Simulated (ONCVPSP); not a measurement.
PBE ONCV dataset for sulfur (S), scalar-relativistic all-electron reference.

```json
{"Element": "S (Z = 16)", "Generator": "ONCVPSP 4.0.1", "Type": "optimised norm-conserving Vanderbilt (ONCV)", "Functional": "PBE", "Relativity": "scalar-relativistic", "Frozen core": "[He]", "Valence charge": "14", "Reference configuration": "2s2 2p6 3s2 3p1 (charge +3)", "Partial waves": "2s+3s: rc 0.95 bohr, ncon 4, nbas 9, qcut 10.5 1/bohr, 2 projectors; 2p+3p: rc 0.70 bohr, ncon 3, nbas 7, qcut 17.1 1/bohr, 2 projectors; d scattering state at 0.37 Ha: rc 0.75 bohr, ncon 4, nbas 8, qcut 11.9 1/bohr, 2 projectors, debl 0.4 Ha", "Local potential": "polynomial inside 0.60 bohr (lpopt 4, dvloc0 0 Ha)", "Core correction": "Teter function, fcfact 5.25, rcfact 1.55"}
```

Question: Estimate the cutoffs (Ha) at which the residual kinetic energy of the hardest occupied pseudo-wave falls to 1 and 0.1 mHa per electron.

Answer: 130 Ha and 151 Ha.

Question: Does the potential have ghost states?

Answer: No bound ghost flagged; GHOST(+) flagged for d at 544.5 eV.

Question: Tests: 2s2 2p6 3s2 3p4; 2s2 2p6 3s2 3p3; 2s2 2p6 3s2 3p2; 2s1 2p6 3s2 3p4. Which has the largest error in its energy relative to the reference configuration, and how large is it?

Answer: 2s1 2p6 3s2 3p4, with -593 meV (all-electron minus pseudo) on +159.22 eV.
